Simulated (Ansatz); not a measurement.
Species: C$_{4}$H$_{5}$OSi, net charge 0, doublet state. It need not be the lowest isomer of its formula. 
Coordinates optimised at B3LYP-D3(BJ)/def2-TZVP (Ansatz, a quantum-chemistry and plane-wave program):
SMILES: [SiH3]c1[c]coc1
```xyz
11

Si    -2.0713     0.2098     0.0295
C     -0.2221     0.0721    -0.0346
C      0.7487     0.8587    -0.7220
C      1.9891     0.4008    -0.4867
O      1.8773    -0.6868     0.3513
C      0.5523    -0.8575     0.6023
H     -2.5797    -0.8742     0.9010
H     -2.4803     1.5208     0.5826
H     -2.6545     0.0694    -1.3242
H      2.9817     0.6776    -0.7881
H      0.3042    -1.6803     1.2512
```
Charge 0, spin multiplicity 2.

Basis-set convergence of Hartree-Fock and CCSD correlation energies (hartree) with Ansatz. Correlated levels leave the core frozen unless marked. UHF or UKS for open shells. Spin-orbit coupling is left out. No relativistic terms.

The UHF reference is spin-contaminated (<S^2> 0.31 over the pure value in the largest basis). 

```
basis        functions       E(HF)  E(corr, CCSD)
-----------  ---------  ----------  -------------
cc-pV(D+d)Z        118  -518.09427       -0.81556
cc-pV(T+d)Z        259  -518.16817       -0.98059
cc-pV(Q+d)Z        489  -518.18706       -1.03496
```

Extrapolating the two largest sets (X = 3 and 4) as X^-3: E(corr) = (64·(-1.03496) - 27·(-0.98059))/37 = -1.0746 Eh, an estimate of the basis-set limit. The largest set recovers 96.3 % of it, the smallest 75.9 %.
